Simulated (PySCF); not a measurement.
The dipole of Me2SiClSBu, `C(CS[Si](Cl)(C)C)CC` from its density and from atomic charges.

Coordinates (GFN2-xTB, Å) and charges (e) from the PBE0/pcSseg-1 density (PySCF):

```json
{"atom": "C1", "x": "-3.466", "y": "-0.257", "z": "-0.482", "Mulliken": "-0.2779", "IAO": "-0.4176", "Hirshfeld": "-0.1182", "ESP-fitted": "-0.4567"}
{"atom": "C2", "x": "-2.186", "y": "0.566", "z": "-0.386", "Mulliken": "-0.2634", "IAO": "-0.2531", "Hirshfeld": "-0.0722", "ESP-fitted": "+0.3414"}
{"atom": "C3", "x": "-1.362", "y": "0.239", "z": "0.859", "Mulliken": "-0.2461", "IAO": "-0.2500", "Hirshfeld": "-0.0726", "ESP-fitted": "-0.0721"}
{"atom": "C4", "x": "-0.715", "y": "-1.137", "z": "0.825", "Mulliken": "-0.3248", "IAO": "-0.3216", "Hirshfeld": "-0.0681", "ESP-fitted": "-0.2588"}
{"atom": "S5", "x": "0.399", "y": "-1.395", "z": "-0.604", "Mulliken": "-0.2871", "IAO": "-0.2110", "Hirshfeld": "-0.0913", "ESP-fitted": "-0.3213"}
{"atom": "Si6", "x": "2.074", "y": "-0.092", "z": "-0.169", "Mulliken": "+0.8457", "IAO": "+0.9846", "Hirshfeld": "+0.3780", "ESP-fitted": "+0.7409"}
{"atom": "C7", "x": "3.618", "y": "-0.947", "z": "-0.865", "Mulliken": "-0.6026", "IAO": "-0.7226", "Hirshfeld": "-0.2155", "ESP-fitted": "-0.8679"}
{"atom": "C8", "x": "1.815", "y": "1.637", "z": "-0.925", "Mulliken": "-0.5939", "IAO": "-0.7259", "Hirshfeld": "-0.2172", "ESP-fitted": "-0.6563"}
{"atom": "Cl9", "x": "2.270", "y": "0.115", "z": "1.854", "Mulliken": "-0.3241", "IAO": "-0.3179", "Hirshfeld": "-0.1096", "ESP-fitted": "-0.2068"}
{"atom": "H10", "x": "-4.049", "y": "0.057", "z": "-1.345", "Mulliken": "+0.1169", "IAO": "+0.1435", "Hirshfeld": "+0.0420", "ESP-fitted": "+0.1028"}
{"atom": "H11", "x": "-4.075", "y": "-0.125", "z": "0.410", "Mulliken": "+0.1057", "IAO": "+0.1333", "Hirshfeld": "+0.0369", "ESP-fitted": "+0.0897"}
{"atom": "H12", "x": "-3.240", "y": "-1.314", "z": "-0.594", "Mulliken": "+0.1113", "IAO": "+0.1336", "Hirshfeld": "+0.0364", "ESP-fitted": "+0.1297"}
{"atom": "H13", "x": "-1.576", "y": "0.389", "z": "-1.273", "Mulliken": "+0.1336", "IAO": "+0.1378", "Hirshfeld": "+0.0215", "ESP-fitted": "-0.0518"}
{"atom": "H14", "x": "-2.445", "y": "1.627", "z": "-0.362", "Mulliken": "+0.1164", "IAO": "+0.1314", "Hirshfeld": "+0.0367", "ESP-fitted": "-0.0550"}
{"atom": "H15", "x": "-2.004", "y": "0.284", "z": "1.743", "Mulliken": "+0.1209", "IAO": "+0.1360", "Hirshfeld": "+0.0414", "ESP-fitted": "+0.0510"}
{"atom": "H16", "x": "-0.579", "y": "0.991", "z": "0.982", "Mulliken": "+0.1395", "IAO": "+0.1283", "Hirshfeld": "+0.0271", "ESP-fitted": "+0.0201"}
{"atom": "H17", "x": "-0.132", "y": "-1.308", "z": "1.729", "Mulliken": "+0.1727", "IAO": "+0.1552", "Hirshfeld": "+0.0287", "ESP-fitted": "+0.1087"}
{"atom": "H18", "x": "-1.461", "y": "-1.924", "z": "0.731", "Mulliken": "+0.1610", "IAO": "+0.1559", "Hirshfeld": "+0.0444", "ESP-fitted": "+0.1695"}
{"atom": "H19", "x": "3.796", "y": "-1.903", "z": "-0.380", "Mulliken": "+0.1562", "IAO": "+0.1694", "Hirshfeld": "+0.0458", "ESP-fitted": "+0.2035"}
{"atom": "H20", "x": "4.500", "y": "-0.331", "z": "-0.722", "Mulliken": "+0.1458", "IAO": "+0.1613", "Hirshfeld": "+0.0453", "ESP-fitted": "+0.2291"}
{"atom": "H21", "x": "3.508", "y": "-1.135", "z": "-1.928", "Mulliken": "+0.1484", "IAO": "+0.1646", "Hirshfeld": "+0.0473", "ESP-fitted": "+0.2575"}
{"atom": "H22", "x": "0.920", "y": "2.123", "z": "-0.545", "Mulliken": "+0.1527", "IAO": "+0.1606", "Hirshfeld": "+0.0437", "ESP-fitted": "+0.1467"}
{"atom": "H23", "x": "1.717", "y": "1.573", "z": "-2.005", "Mulliken": "+0.1479", "IAO": "+0.1640", "Hirshfeld": "+0.0460", "ESP-fitted": "+0.1836"}
{"atom": "H24", "x": "2.659", "y": "2.285", "z": "-0.707", "Mulliken": "+0.1452", "IAO": "+0.1601", "Hirshfeld": "+0.0430", "ESP-fitted": "+0.1725"}
```

Question: Form Σ q r in debye for every column and set it beside the full dipole.

Answer: The full density gives (-0.09, 1.05, -0.54) D, 1.18 D in size; dipole vectors point from the negative to the positive end.

```
    scheme     μx    μy     μz  size (D)  share of the full size (%)  angle to the full dipole (°)
  Mulliken  -0.19  1.04  -1.47      1.81                         153                            27
       IAO  -0.07  0.39  -1.13      1.20                         102                            44
 Hirshfeld   0.42  0.09  -0.33      0.54                          46                            68
ESP-fitted  -0.09  1.01  -0.60      1.18                         100                             3
```

Question: Which set comes closest?

Answer: Length of the difference vector: ESP-fitted 0.07 D, IAO 0.89 D, Mulliken 0.93 D, Hirshfeld 1.10 D. Closest: ESP-fitted. 

Question: What is left for the Hirshfeld atoms' own dipoles?

Answer: The Hirshfeld atoms' densities add up to the full density, so μ = Σ q r + Σ (atomic dipoles). The atomic dipoles sum to (-0.09, 1.05, -0.54) − (0.42, 0.09, -0.33) = (-0.51, 0.96, -0.21) D, 1.10 D in size.

Question: With the origin at the mean of the coordinates, (0.000, 0.001, -0.173) Å, which are the largest single terms, by size, of the ESP-fitted dipole along the direction of the full one?

Answer: C8 -5.23, C7 +3.32, H23 +1.85, H19 -1.84, C4 +1.75 D; all 24 atoms together +1.18 D. The single terms depend on the origin, their sum doesn't.

Question: Give the size of the full dipole in other units.

Answer: 1.18 D = 0.464 au = 0.246 e·Å = 3.93 × 10⁻³⁰ C·m.

One conformer (not necessarily the lowest) at the GFN2-xTB geometry, without solvent, vibrations or thermal averaging.

The run behind these numbers computed NMR shieldings as well. Time: 64 s. Hardware: Arm Neoverse V2, one thread (shared host).

Conformer computed: `[CH3:1][CH2:2][CH2:3][CH2:4][S:5][Si:6]([CH3:7])([CH3:8])[Cl:9]`: C1–C2–C3–C4 70°, C2–C3–C4–S5 58°, C3–C4–S5–Si6 69°, C4–S5–Si6–C7 147°.
